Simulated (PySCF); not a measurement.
MoH₃, SMILES [MoH3] (connectivity only; charge and spin as stated), neutral, multiplicity 4.

Coordinates come from a B3LYP-D3(BJ)/def2-TZVPD optimisation. A frequency run showed that this geometry is not a minimum. The spin state was assumed, not searched. The def2 effective core potentials stand for the cores of Mo; spin–orbit coupling is left out.

Two levels are set side by side: PBE/def2-TZVPD (PySCF) and r2SCAN/def2-TZVPD (PySCF). Same geometry, gas phase. Differences are taken from unrounded values.

```json
[
 {"quantity": "α-spin orbital gap (eV)", "PBE": "1.93"},
 {"quantity": "β-spin orbital gap (eV)", "PBE": "4.54"},
 {"quantity": "mean polarisability (bohr³)", "PBE": "55.0"}
]
```

Q: These are the PBE values. What does r2SCAN give? (Estimate from the structure and the level; the computed values follow.)

A: 
```
quantity                     r2SCAN  PBE minus r2SCAN
---------------------------  ------  ----------------
α-spin orbital gap (eV)        2.49             -0.55
β-spin orbital gap (eV)        5.54             -0.99
mean polarisability (bohr³)    54.0               1.0
```

Rough cost on one machine, each run with all the roots and properties that it gave: r2SCAN against PBE within a factor of 2.
